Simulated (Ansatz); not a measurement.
Frontier orbitals of `C[SiH](F)BS`.

The species carries charge 0 and has multiplicity 1. Geometry: relaxed with PBE0-D4/def2-TZVP. It is one conformer, not always the lowest. Basis def2-TZVPP, Ansatz 0.2.0.

| functional | HOMO (eV) | LUMO (eV) | gap (eV) |
| --- | --- | --- | --- |
| PBE | -6.75 | -2.84 | 3.91 |
| BLYP | -6.65 | -2.65 | 4.00 |
| r2SCAN | -7.03 | -2.62 | 4.41 |
| PBE0 | -8.02 | -1.95 | 6.07 |
| B3LYP | -7.83 | -2.11 | 5.72 |
| ωB97M-V | -10.15 | 0.02 | 10.17 |
| HF | -11.05 | 1.52 | 12.57 |

Against PBE, PBE0 changes HOMO and LUMO by −1.27 and +0.89 eV, ωB97M-V by −3.40 and +2.87 eV. A gap of 3.91 eV thus becomes 10.18 eV for the same molecule, so an orbital gap means little without its functional. A positive LUMO is unbound and depends on the basis.

B3LYP here is the variant with VWN-RPA as its local correlation; programs differ in this.
